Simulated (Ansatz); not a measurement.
Compare A (`C[B](C)[GaH2]`) with its isomer B (`BC[CH2][GaH2]`).

Computed with Ansatz on PBE0-D4/def2-TZVP structures; ΔE is electronic, products minus reactants. CBS: MP2 limit from def2 TZ/QZ plus the TZ coupled-cluster correction, frozen cores. DFT in def2-TZVPP. B3LYP here is the variant with VWN-RPA as its local correlation; programs differ in this. For Ga outer-core shells are correlated without core-valence functions, which leaves a few kJ/mol of doubt a bond. Scalar relativity is left out up to krypton. One conformer a species, not always the lowest.

A:

```xyz
12

C    -0.085    0.511    1.492
B    -0.001   -0.018    0.021
C     0.040   -1.565   -0.215
Ga    0.056    1.314   -1.593
H     0.349    1.495    1.683
H    -1.166    0.618    1.683
H     0.284   -0.200    2.239
H    -0.365   -1.925   -1.163
H     1.115   -1.810   -0.236
H    -0.386   -2.148    0.608
H     1.403    1.806   -2.260
H    -1.245    1.921   -2.258
```

B:

```xyz
12

B    -1.450    0.474    0.225
C    -0.156    1.043   -0.382
C     0.894   -0.006   -0.761
Ga    0.742   -1.421    0.628
H    -2.502    1.040    0.273
H    -1.400   -0.613    0.779
H    -0.307    1.828   -1.131
H     0.192    1.599    0.519
H     0.663   -0.431   -1.741
H     1.898    0.419   -0.826
H     1.048   -1.017    2.122
H     0.379   -2.915    0.293
```

Question: Which is lower in electronic energy at CCSD(T)/CBS, and by how much? (Estimate.)

Answer: Ansatz gave: A, by 13.4 kcal/mol.

Question: Give E(B) − E(A) in kcal/mol with CCSD(T)/def2-TZVPP, CCSD/def2-TZVPP, PBE0-D4, CCSD(T)/def2-SVP, MP2/def2-TZVPP, B3LYP, LDA (SPW92). (Estimate.)

Answer: Computed: CCSD(T)/def2-TZVPP 13.0, CCSD/def2-TZVPP 13.3, PBE0-D4 15.4, CCSD(T)/def2-SVP 13.6, MP2/def2-TZVPP 12.1, B3LYP 16.3, LDA (SPW92) 14.7. None reverses the order clearly.

Question: Does the order hold for the free energy at 298.15 K (harmonic terms from PBE0-D4)? (An estimate is asked.)

Answer: Computed: Yes: G(B) − G(A) = +13.1 kcal/mol, for one conformer each.

Largest T1 diagnostic: 0.012.

In def2-TZVPP, CCSD(T) changes the Hartree–Fock value by −0.9 kcal/mol (the triples alone add −0.2 kcal/mol) and MP2 by −1.9 kcal/mol. From BLYP to BHLYP (50 % exact exchange), in def2-TZVPP and without D4, E(B) − E(A) moves by −2.2 kcal/mol.
